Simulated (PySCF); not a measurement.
C2H6OZn, SMILES C[CH2][Zn][OH]. Atoms are numbered in the order given.

```xyz
10

Zn     0.2795     0.1533     0.3537
C     -0.0894    -0.9584    -1.1977
C     -1.4600    -0.7384    -1.8536
H      0.0139    -2.0115    -0.8780
H      0.7165    -0.7908    -1.9349
H     -1.5812     0.2955    -2.2173
H     -2.2880    -0.9341    -1.1525
H     -1.6074    -1.4051    -2.7219
O      0.6029     1.0550     1.8589
H      0.8341     1.9868     1.7317
```
Charge 0, spin multiplicity 1.

Geometry: TPSSh-D3(BJ)/def2-SVP. The isomer is the one that the SMILES or the coordinates give; other isomers of the formula were not compared. The values are those of a single conformer.

The numbers are results of PBE0/pcSseg-1 in PySCF, not measurements.

GIAO shieldings, no solvent; atoms alike by connectivity are averaged. δ = σ(ref) − σ: ¹³C against TMS (σ = 186.3 ppm); ¹H against TMS (σ = 31.56 ppm); ¹⁷O against H2O (σ = 334.2 ppm), references at their B3LYP-D3(BJ)/def2-TZVP geometries, non-relativistic.

```
atoms       nucleus  count  δ (ppm)
----------  -------  -----  -------
C3              ¹³C      1     15.3
C2              ¹³C      1        ?
H6, H7, H8       ¹H      3        ?
H4, H5           ¹H      2     0.94
H10              ¹H      1        ?
O9              ¹⁷O      1      0.6
```

Problem. Complete the blanks. (Estimate from the structure and the level; the computed values follow.)

Solution. 
- H6, H7, H8, δ (ppm): 1.61
- H10, δ (ppm): 0.56
- C2, δ (ppm): 1.8
